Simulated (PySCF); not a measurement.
FeF₂, SMILES [F][Fe][F] (connectivity only; charge and spin as stated), neutral, multiplicity 5.

Coordinates come from a PBE0-D3(BJ)/def2-TZVP optimisation. The spin state was assumed, not searched.

Computed with PBE0/def2-TZVPD (PySCF).

Isolated molecule, no solvent.

Computed frontier levels, dipole moment and polarisability:
```json
{
 "α spin, highest occupied and lowest empty level": "-9.53 and -1.14 eV",
 "β spin, highest occupied and lowest empty level": "-8.18 and -3.34 eV",
 "dipole_moment": "0.00 D",
 "mean_static_polarisability": "23.1 bohr³ (3.42 Å³)",
 "polarisability_principal_values": "19.7, 19.7, 29.8 bohr³",
 "⟨S²⟩": "6.010 (pure state 6.00)"
}
```
